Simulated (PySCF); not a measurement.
A PySCF script (with the pyscf-properties extension) for the NMR shieldings of `InChI=1S/C6H10NOS/c1-9(2,8)6-4-3-5-7/h3-4H,6H2,1-2H3/q+1/b4-3-`, on a GFN2-xTB geometry:

```python
import basis_set_exchange as bse
import numpy as np
from pyscf import gto, dft
from pyscf.prop import nmr

atoms = """
C    -1.182894    1.441040   -0.602831
S    -0.599231   -0.227618   -0.275289
C    -2.070863   -1.243295   -0.034467
O     0.187109   -0.732372   -1.347996
C     0.349690   -0.251697    1.319651
C     1.726015   -0.775776    1.088082
C     2.625783   -0.104449    0.364477
C     2.272357    1.134604   -0.203777
N     1.869550    2.123737   -0.620907
H    -1.779853    1.781444    0.235678
H    -1.772814    1.417768   -1.514763
H    -0.312760    2.081635   -0.753108
H    -2.645371   -1.236588   -0.956550
H    -1.758448   -2.261340    0.180191
H    -2.656596   -0.838825    0.783307
H    -0.216084   -0.869012    2.012417
H     0.361723    0.782939    1.661695
H     1.968913   -1.740618    1.505304
H     3.623970   -0.472327    0.181751
"""
names = dict.fromkeys(["C", "S", "O", "N", "H"], "pcSseg-1")
basis = {el: gto.basis.parse(bse.get_basis(n, elements=[el], fmt="nwchem")) for el, n in names.items()}
mol = gto.M(atom=atoms, basis=basis, charge=1, verbose=0)
mf = dft.RKS(mol, xc="PBE0")
mf.grids.level = 2
mf.grids.alignment = dft.numint.BLKSIZE   # the property module wants whole blocks of grid points
mf.conv_tol = 1e-9
mf.kernel()

calc = nmr.RKS(mf)   # GIAO
C = mf.mo_coeff
Co = C[:, mf.mo_occ > 0]
resp = mf.gen_response(singlet=True, hermi=2)
def vind(x):   # induced exchange potential for any number of trial vectors
    d = np.einsum("pi,xij,qj->xpq", C, 2 * x.reshape(-1, C.shape[1], Co.shape[1]), Co, optimize=True)
    return np.einsum("xpq,pi,qj->xij", resp(d - d.transpose(0, 2, 1)), C, Co, optimize=True).ravel()
mo1, _ = nmr.rhf.solve_mo1(calc, with_cphf=vind)
sigma = calc.kernel(mo1)
for i, s in enumerate(sigma):   # ppm
    print("%2d %-2s %9.2f" % (i, mol.atom_pure_symbol(i), np.trace(s) / 3))
```

**Question.** Give the expected output.

**Answer.** 
```
 0 C     132.47
 1 S     230.57
 2 C     137.61
 3 O     212.75
 4 C     125.04
 5 C      46.21
 6 C      56.75
 7 C      62.25
 8 N     -79.22
 9 H      28.71
10 H      27.63
11 H      25.70
12 H      27.76
13 H      28.05
14 H      28.82
15 H      27.47
16 H      26.99
17 H      24.94
18 H      24.92
```

These numbers come from an equivalent density-fitted implementation of the same equations, which agrees with the script to about 0.01 ppm for H and up to a few tenths of a ppm for heavy atoms, so last digits may differ.

**Question.** Turn these shieldings into chemical shifts. δ = σ(ref) − σ, references computed at the same level: $^{13}$C (σ = 186.93 ppm) and $^{1}$H (σ = 31.72 ppm) vs TMS; CS2 for $^{33}$S (σ = 503.73 ppm); $^{17}$O (σ = 336.08 ppm) against H2O; NH3 for $^{15}$N (σ = 267.73 ppm).

**Answer.** Averaging equivalent atoms: C 5: 140.7; C 6: 130.2; C 7: 124.7; C 4: 61.9; C 0/2: 51.9; S 1: 273; O 3: 123.3; N 8: 346.9; H 18: 6.80; H 17: 6.78; H 15/16: 4.48; H 9/10/11/12/13/14: 3.94 ppm. Experimental scales use liquid or dissolved standards, which lie at an offset from isolated NH3 (liquid NH3: subtract about 20 ppm) and H2O (liquid H2O: subtract about 36 ppm). Unscaled 15N shifts of sp2 nitrogen come out 20 to 40 ppm too high even then.

Size and cost of the density-fitted run: 210 basis functions, 78 s wall time on 1 thread of an Intel Xeon, shared host; peak memory 0.95 GiB.
